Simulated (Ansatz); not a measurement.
Basis-set extrapolation for CH5AlO2, SMILES `[CH3][Al]([OH])[OH]` (PBE0-D4/def2-TZVP geometry, frozen core, the Gaussian-basis code of Ansatz). Multiplicity 1, RHF reference.

```
                      def2-TZVPP   def2-QZVPP
                 HF  -432.649020  -432.666035
    MP2 correlation    -0.743410    -0.801077
CCSD(T) correlation    -0.791346      not run
```

Energies in hartree. Use E(X) = E(∞) + A·exp(−7.88·√X) for Hartree–Fock and E(X) = E(∞) + B·X^(−2.97) for correlation, with X = 3 and 4, and add CCSD(T) minus MP2 of the smaller set to the MP2 limit.

Problem. What is the CCSD(T) energy at the basis-set limit?

Solution. HF limit: -432.666035 + (-0.017015) × 0.13774 = -432.66838. MP2 limit: -0.801077 + (-0.057667) × 0.74074 = -0.84379. Higher-order term: -0.791346 − (-0.743410) = -0.04794. Total: -433.56011 hartree, 314.4 kJ/mol below CCSD(T)/def2-TZVPP.
